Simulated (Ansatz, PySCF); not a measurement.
Noncovalent pair: HF (SMILES F) (first 2 atoms) with C4H6 (SMILES C=CC=C); geometry from B3LYP-D3(BJ)/def2-TZVP, rigid monomers moved along the line of their centres of mass till H2···C3 is 2.01 Å.
(charge 0, multiplicity 1):
```
atom    x (Å)    y (Å)   z (Å)
----  -------  -------  ------
F      0.5360   0.0197  0.2479
H      0.6546   0.2495  1.1478
C      1.1373   1.3046  2.7860
C      0.6899   0.1127  3.1996
C     -0.7026  -0.1892  3.4802
C     -1.1304  -1.3834  3.8898
H      0.4631   2.1415  2.6451
H      2.1882   1.4831  2.6028
H      1.3969  -0.7000  3.3418
H     -1.4133   0.6196  3.3393
H     -2.1758  -1.5737  4.0905
H     -0.4437  -2.2092  4.0340
```

Monomers are frozen at their geometry in the pair; levels with a basis set take the counterpoise correction.

Correlated levels freeze the cores.

Programs: Ansatz (an electronic-structure program) with Gaussian orbitals; PySCF for the dispersion terms. 

PBE/def2-TZVPPD gives -185.0 meV for the interaction energy.

Problem. How do the other levels lie against it? Give each less PBE: PBE-D3(BJ)/def2-TZVPPD, r2SCAN/def2-TZVPPD, B3LYP/def2-TZVPPD, wB97M-V/def2-TZVPPD, MP2/aug-cc-pVDZ, CCSD(T)/aug-cc-pVDZ.

Solution. PBE-D3(BJ)/def2-TZVPPD -44.4; r2SCAN/def2-TZVPPD -27.0; B3LYP/def2-TZVPPD 55.5; wB97M-V/def2-TZVPPD -2.5; MP2/aug-cc-pVDZ 53.1; CCSD(T)/aug-cc-pVDZ 74.3 meV. 3 of 6 lie above PBE; the widest gap is to CCSD(T)/aug-cc-pVDZ.
